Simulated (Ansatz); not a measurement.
Molecule: AlI₂ (charge +1, singlet). It need not be the lowest isomer of its formula. 
Structure (B3LYP-D3(BJ)/def2-TZVP (Ansatz, a program for electronic structure) minimum search):
```
Al
I 1 2.3695
I 1 2.3695 2 180.00
```
Charge +1, spin multiplicity 1.

Basis-set convergence of Hartree-Fock and MP2 correlation energies (hartree) with Ansatz. Valence correlation only, unless marked. Spin-orbit coupling is left out. The frozen core is the preceding noble-gas configuration, with the filled d and f shells of earlier blocks. Past Kr the def2 sets carry scalar-relativistic core potentials.

```
basis        functions       E(HF)  E(corr, MP2)
-----------  ---------  ----------  ------------
def2-SVPD           94  -834.99512      -0.24149
def2-TZVPPD        166           ?             ?
```

### Question
Some entries are withheld; supply them.

### Answer

- def2-TZVPPD, E(HF): -835.09844
- def2-TZVPPD, E(corr, MP2): -0.31881
